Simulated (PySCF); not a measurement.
HgI, SMILES [Hg+][I], charge +1.

The structure is a stationary point at r2SCAN-D4/def2-TZVP. The multiplicity is an assumed one; other spin states were not compared. The def2 effective core potentials stand for the cores of Hg, I; spin–orbit coupling is left out.

Computed with TDA-M06-2X/def2-TZVPD run with PySCF.

Vertical excitations; the highest root listed may be one member of a degenerate set. The molecule is in vacuum. State labels are in the subgroup C2v.

Computed excitation energies, oscillator strengths and character:
```csv
state,symmetry,energy (eV),λ (nm),f,main pairs
S1,B2,1.65,753,0.001,HOMO→LUMO (degenerate set)
S2,B1,1.65,753,0.001,HOMO−1→LUMO (degenerate set)
S3,A1,4.84,256,0.309,HOMO−2→LUMO 78 %
S4,A2,6.43,193,0.000,"HOMO−1→LUMO+1 49 %, HOMO→LUMO+2 49 %"
S5,A2,6.51,191,0.000,"HOMO→LUMO+2, HOMO−1→LUMO+1 (degenerate set)"
S6,A1,6.51,191,0.000,"HOMO−1→LUMO+2, HOMO→LUMO+1 (degenerate set)"
S7,A1,7.40,167,0.451,"HOMO→LUMO+1 34 %, HOMO−1→LUMO+2 34 %, HOMO−7→LUMO 21 %, HOMO−2→LUMO 7 %"
S8,A2,7.69,161,0.000,HOMO−3→LUMO (degenerate set)
S9,A1,7.69,161,0.000,HOMO−4→LUMO (degenerate set)
S10,B1,8.11,153,0.003,"HOMO−6→LUMO 78 %, HOMO−1→LUMO+3 16 %"
T1,B2,1.13,1096,0,HOMO→LUMO (degenerate set)
T2,B1,1.13,1096,0,HOMO−1→LUMO (degenerate set)
T3,A1,2.79,444,0,HOMO−2→LUMO 98 %
T4,A1,6.27,198,0,"HOMO→LUMO+1 48 %, HOMO−1→LUMO+2 48 %"
```
Triplets are in the Tamm–Dancoff approximation.
